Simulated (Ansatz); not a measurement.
Consider the ligand exchange at the Se–C bond: `O[SiH2]/C=C/[SeH]` + `OPO` → `OP(O)[SeH]` + `C=C[SiH2]O`.

Calculated with Ansatz (gas phase, PBE0-D4/def2-TZVP geometries, no zero-point term in ΔE). CCSD(T)/CBS is the MP2 limit (def2-TZVPP, def2-QZVPP) plus CCSD(T) − MP2 in def2-TZVPP, frozen cores. DFT in def2-TZVPP. For Se outer-core shells are correlated without core-valence functions, which leaves a few kJ/mol of doubt a bond. Scalar relativity is left out up to krypton. One conformer a species, not always the lowest.

`O[SiH2]/C=C/[SeH]`:

Z-matrix (Å, degrees):
```
Si
C 1 1.843
O 1 1.650 2 108.7
H 1 1.490 2 107.4 3 121.1
H 1 1.492 2 111.6 3 -119.9
C 2 1.333 1 120.5 3 -119.8
H 2 1.089 1 120.0 3 61.1
H 3 0.958 1 117.3 2 -155.7
Se 6 1.891 2 124.1 1 -178.5
H 6 1.086 2 121.6 1 1.3
H 9 1.467 6 95.1 2 -178.6
```

`OPO`:

Z-matrix (Å, degrees):
```
P
O 1 1.632
O 1 1.647 2 104.0
H 1 1.428 2 98.9 3 94.9
H 2 0.963 1 114.2 3 -52.9
H 3 0.961 1 110.6 2 -99.7
```

`OP(O)[SeH]`:

Z-matrix (Å, degrees):
```
P
O 1 1.627
Se 1 2.307 2 103.3
O 1 1.628 2 92.8 3 -102.7
H 2 0.962 1 110.5 3 -92.5
H 3 1.471 1 93.0 2 -46.8
H 4 0.963 1 110.9 2 169.6
```

`C=C[SiH2]O`:

Z-matrix (Å, degrees):
```
Si
C 1 1.857
O 1 1.649 2 111.4
H 1 1.491 2 108.7 3 122.7
H 1 1.484 2 111.0 3 -117.5
C 2 1.330 1 122.9 3 6.6
H 2 1.090 1 118.9 3 -173.1
H 3 0.958 1 117.3 2 72.7
H 6 1.087 2 121.4 1 0.7
H 6 1.086 2 122.4 1 -179.7
```

**Question.** Is it downhill or uphill in electronic energy at CCSD(T)/CBS, and by how much? (Best estimate.)

**Answer.** Ansatz gave: Downhill: ΔE = -59.5 kJ/mol.

**Question.** What do these levels give: ωB97X-V, B2PLYP, PBE, r2SCAN, HF/CBS(def2), MP2/CBS(def2)? (Estimate.)

**Answer.** Computed: ωB97X-V -56.5, B2PLYP -57.0, PBE -62.0, r2SCAN -66.0, HF/CBS(def2) -55.7, MP2/CBS(def2) -58.1 kJ/mol.

Largest T1 diagnostic among the species: 0.013.

In def2-TZVPP, CCSD(T) changes the Hartree–Fock value by +4.0 kJ/mol (the triples alone add −1.0 kJ/mol) and MP2 by +5.4 kJ/mol.
